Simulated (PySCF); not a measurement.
## Calculated data, AlBF$_{2}$H$_{3}$, Al$_{2}$BFH$_{3}$, AlBFH$_{4}$Si

Calculation on a computer-drawn molecule: optimised geometry and harmonic frequencies of an isolated molecule of the commonest isotopes, restricted reference for singlets and unrestricted otherwise, frozen core in MP2. Program: PySCF 2.14.0.

```json
{"entry": 1, "formula": "AlBF2H3", "start_structure": {"atoms_angstrom": [["F", -2.5929, 2.2344, -1.3562], ["B", -1.6766, 1.1004, -1.1966], ["Al", -1.9887, 0.1555, 0.7624], ["F", -1.1177, -1.1943, 1.3009], ["H", -1.8815, 0.2521, -2.0751], ["H", -0.5005, 1.4829, -1.2614], ["H", -3.0036, 0.49, 2.0022]]}, "given": {"charge": -1, "multiplicity": 1, "method": "MP2", "basis": "aug-cc-pV(D+d)Z", "drawn_bonds_atom": [1, 2, 3, 2, 2, 3], "drawn_bonds_other_atom": [2, 3, 4, 5, 6, 7], "drawn_bonds_order": [1, 1, 1, 1, 1, 1]}, "results": {"optimised_atom_element": ["F", "B", "Al", "F", "H", "H", "H"], "optimised_atom_x [angstrom]": [-2.617, -1.671, -1.984, -1.106, -1.88, -0.4963, -3.008], "optimised_atom_y [angstrom]": [2.246, 1.089, 0.1611, -1.214, 0.2487, 1.478, 0.5116], "optimised_atom_z [angstrom]": [-1.329, -1.19, 0.7448, 1.316, -2.076, -1.262, 1.972], "modes_frequency [cm^-1]": [56.67, 103.4, 232.6, 238.8, 492.1, 628.3, 671.9, 713.8, 819.0, 958.7, 1031, 1161, 1730, 2350, 2361], "modes_reduced_mass [dalton]": [4.319, 6.332, 1.157, 12.16, 4.789, 1.492, 2.281, 2.023, 6.265, 1.13, 1.274, 1.09, 1.045, 1.05, 1.109], "rotational_constants [GHz]": [21.59, 2.174, 2.007], "total_energy [hartree]": -467.9783, "convergence_status_largest_gradient_component [hartree/bohr]": 3.036e-05}}
{"entry": 2, "formula": "Al2BFH3", "start_structure": {"atoms_angstrom": [["F", -2.1683, -2.794, -1.9874], ["B", -1.4925, -1.6715, -2.1356], ["Al", 0.3012, -1.7462, -1.0626], ["Al", 1.407, -1.9855, 1.321], ["H", -2.145, -0.669, -2.0281], ["H", 1.9363, -1.9752, -1.3264], ["H", 1.8712, -2.1963, 2.8608]]}, "given": {"charge": 0, "multiplicity": 2, "method": "HF", "basis": "cc-pV(D+d)Z", "drawn_bonds_atom": [1, 2, 3, 2, 3, 4], "drawn_bonds_other_atom": [2, 3, 4, 5, 6, 7], "drawn_bonds_order": [1, 1, 1, 1, 1, 1]}, "results": {"optimised_atom_element": ["F", "B", "Al", "Al", "H", "H", "H"], "optimised_atom_x [angstrom]": [-2.145, -1.392, 0.6519, 1.265, -1.958, 1.846, 1.442], "optimised_atom_y [angstrom]": [-2.81, -1.703, -1.823, -2.626, -0.6901, -1.616, -1.768], "optimised_atom_z [angstrom]": [-1.791, -1.71, -0.9795, 1.424, -2.047, -2.012, 2.757], "modes_frequency [cm^-1]": [39.43, 101.7, 172.7, 257.5, 297.9, 341.3, 451.8, 517.6, 583.3, 808.3, 1156, 1274, 1918, 1937, 2644], "modes_reduced_mass [dalton]": [4.82, 3.202, 1.353, 2.687, 2.684, 1.555, 1.443, 1.517, 1.973, 1.572, 1.561, 3.567, 1.044, 1.043, 1.088], "rotational_constants [GHz]": [8.662, 1.619, 1.421], "total_energy [hartree]": -609.6938, "spin_squared": 0.7957, "convergence_status_largest_gradient_component [hartree/bohr]": 1.341e-05}}
{"entry": 3, "formula": "Al2BFH3", "start_structure": {"atoms_angstrom": [["F", -2.1455, -2.8098, -1.7915], ["B", -1.3922, -1.7034, -1.71], ["Al", 0.6519, -1.8231, -0.9795], ["Al", 1.2654, -2.6264, 1.4244], ["H", -1.9577, -0.6901, -2.0468], ["H", 1.8457, -1.6163, -2.0123], ["H", 1.4422, -1.7685, 2.7574]]}, "given": {"charge": 0, "multiplicity": 2, "method": "MP2", "basis": "cc-pV(D+d)Z", "drawn_bonds_atom": [1, 2, 3, 2, 3, 4], "drawn_bonds_other_atom": [2, 3, 4, 5, 6, 7], "drawn_bonds_order": [1, 1, 1, 1, 1, 1]}, "results": {"optimised_atom_element": ["F", "B", "Al", "Al", "H", "H", "H"], "optimised_atom_x [angstrom]": [-2.188, -1.33, 0.7676, 1.095, -1.859, 2.025, 1.2], "optimised_atom_y [angstrom]": [-2.085, -1.757, -1.643, -2.173, -1.561, -1.295, -2.524], "optimised_atom_z [angstrom]": [-0.6683, -1.668, -1.184, 1.221, -2.744, -2.079, 2.764], "modes_frequency [cm^-1]": [41.42, 78.77, 182.9, 257.5, 370.3, 382.1, 399.6, 513.6, 583.3, 723.9, 1107, 1224, 1944, 1956, 2604], "modes_reduced_mass [dalton]": [7.688, 2.376, 1.242, 3.356, 1.069, 3.078, 2.282, 1.508, 2.089, 1.541, 1.484, 4.002, 1.045, 1.044, 1.09], "rotational_constants [GHz]": [6.201, 2.336, 1.697], "total_energy [hartree]": -610.0650, "spin_squared": 0.7634, "convergence_status_largest_gradient_component [hartree/bohr]": 7.876e-06}}
{"entry": 4, "formula": "AlBFH4Si", "start_structure": {"atoms_angstrom": [["F", -0.3418, 0.622, -0.0838], ["B", 0.8283, -0.0187, 0.2163], ["Al", 1.2666, -1.4574, -1.2014], ["Si", 1.1921, -0.6976, 2.0437], ["H", 1.3945, -2.4321, -2.4006], ["H", 0.2263, -1.5632, 2.6928], ["H", 2.3872, -1.6412, 1.8967], ["H", 1.5647, 0.2439, 3.1052]]}, "given": {"charge": 0, "multiplicity": 2, "method": "HF", "basis": "cc-pV(D+d)Z", "drawn_bonds_atom": [1, 2, 2, 3, 4, 4, 4], "drawn_bonds_other_atom": [2, 3, 4, 5, 6, 7, 8], "drawn_bonds_order": [1, 1, 1, 1, 1, 1, 1]}, "results": {"optimised_atom_element": ["F", "B", "Al", "Si", "H", "H", "H", "H"], "optimised_atom_x [angstrom]": [-0.4493, 0.4439, 0.829, 1.243, 2.091, 0.1785, 2.153, 2.029], "optimised_atom_y [angstrom]": [0.4489, -0.5491, -1.84, -0.7926, -1.648, -1.005, -1.968, 0.4093], "optimised_atom_z [angstrom]": [0.09054, 0.2248, -1.485, 2.114, -2.439, 3.128, 2.142, 2.495], "modes_frequency [cm^-1]": [47.51, 110.1, 197.7, 247.5, 279.0, 373.8, 446.2, 591.5, 650.2, 780.4, 990.0, 1016, 1026, 1226, 1927, 2281, 2289, 2292], "modes_reduced_mass [dalton]": [1.067, 3.581, 1.339, 5.028, 2.098, 7.291, 1.101, 1.541, 1.805, 4.459, 1.143, 1.046, 1.036, 11.42, 1.045, 1.048, 1.05, 1.022], "rotational_constants [GHz]": [5.774, 2.261, 1.674], "total_energy [hartree]": -657.2896, "spin_squared": 0.7938, "convergence_status_largest_gradient_component [hartree/bohr]": 2.246e-05}}
```
